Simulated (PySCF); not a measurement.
TaF6, SMILES [F][Ta-]([F])([F])([F])([F])[F], charge -1, multiplicity 1. Geometry optimised at B3LYP-D3(BJ)/def2-SVPD. The multiplicity is an assumed one; other spin states were not compared. The isomer is the one that the SMILES or the coordinates give; other isomers of the formula were not compared. The def2 effective core potentials stand for the cores of Ta; spin–orbit coupling is left out.

Problem. Give the equilibrium geometry at B3LYP-D3(BJ)/def2-SVPD (PySCF confirms it by a frequency run) as Cartesian coordinates in Å, and its point group. (An estimate is asked for; the answer gives what the named calculation found.)

Solution. point group Oh.
```xyz
7

Ta     0.0000     0.0000     0.0000
F      0.0000     1.9329     0.0000
F      0.0000    -1.9329     0.0000
F      0.0000     0.0000    -1.9329
F      1.9329     0.0000     0.0000
F     -1.9329     0.0000     0.0000
F      0.0000     0.0000     1.9329
```
Charge -1, spin multiplicity 1.
